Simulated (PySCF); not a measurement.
**From computed data to an observable: dipole moment from atomic charges**

Ge2H6S, SMILES [GeH3][S][GeH3]. Atoms are numbered in the order given.

```xyz
9

Ge     1.7123     0.0000    -0.2498
S      0.0000     0.0000     1.2077
Ge    -1.7123     0.0000    -0.2498
H      2.9878     0.0000     0.6098
H      1.6552    -1.2592    -1.1394
H      1.6552     1.2592    -1.1394
H     -1.6552     1.2592    -1.1394
H     -2.9878     0.0000     0.6098
H     -1.6552    -1.2592    -1.1394
```

Coordinates come from a B3LYP-D3(BJ)/def2-SVP optimisation.

Charges (e) from PySCF with PBE0/def2-TZVP:

```
atom  ESP fit  Mulliken
----  -------  --------
Ge1     0.074     0.128
S2     -0.218    -0.402
Ge3     0.074     0.128
H4      0.031     0.030
H5      0.002     0.022
H6      0.002     0.022
H7      0.002     0.022
H8      0.031     0.030
H9      0.002     0.022
```

The dipole moment of the full density is 1.30 D.

### Question
What dipole moment does each set of point charges give, and which comes closer to that of the density?

### Answer

μ = Σ q r, and 1 e Å = 4.8032 D.
ESP fit: Σ q r = (0.000, 0.000, -0.272) e Å, |μ| = 1.30 D.
Mulliken: Σ q r = (0.000, 0.000, -0.613) e Å, |μ| = 2.94 D.
ESP fit comes closer in size. Point charges leave out the atoms' own dipoles (lone pairs, polarised bonds); fits to the potential absorb them, partitions of the density don't.
